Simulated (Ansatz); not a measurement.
Start from `FCCI` and change one atom or group to get `OCCCF`.

Ansatz, PBE0-D4/def2-TZVP geometries, multiplicity 1. Each molecule was computed in one conformer, which needn't be the lowest.

Elements past krypton have def2 core potentials.

```csv
property,`FCCI`
HOMO–LUMO gap (ωB97M-V/def2-TZVPP) / eV,10.69
HOMO energy (PBE0/def2-TZVPP) / eV,-7.59
HOMO–LUMO gap (B3LYP/def2-TZVPP) / eV,6.06
LUMO energy (PBE/def2-TZVPP) / eV,-1.96
LUMO energy (PBE0/def2-TZVPP) / eV,-1.03
size of the dipole moment (PBE/def2-TZVPP) / D,0.20
```

**Question.** What does the change do to each property? (Best estimate.)

**Answer.** Computed: 
```json
{"property": "HOMO–LUMO gap (ωB97M-V/def2-TZVPP) / eV", "`OCCCF`": "12.92", "shift": "2.23"}
{"property": "HOMO energy (PBE0/def2-TZVPP) / eV", "`OCCCF`": "-7.95", "shift": "-0.36"}
{"property": "HOMO–LUMO gap (B3LYP/def2-TZVPP) / eV", "`OCCCF`": "8.41", "shift": "2.35"}
{"property": "LUMO energy (PBE/def2-TZVPP) / eV", "`OCCCF`": "0.21", "shift": "2.17"}
{"property": "LUMO energy (PBE0/def2-TZVPP) / eV", "`OCCCF`": "1.09", "shift": "2.12"}
{"property": "size of the dipole moment (PBE/def2-TZVPP) / D", "`OCCCF`": "1.30", "shift": "1.10"}
```

With PBE0 the HOMO falls by 0.36 eV and the LUMO rises by 2.12 eV, so the gap widens by about 2.48 eV. PBE moves the HOMO by 0.16 eV and ωB97M-V by -0.65 eV. Dipoles are sizes alone; their direction can turn.

B3LYP here is the variant with VWN-RPA as its local correlation; programs differ in this.

Spin–orbit coupling is left out; it splits and shifts lone-pair levels of the heavy atoms by tenths of an eV.
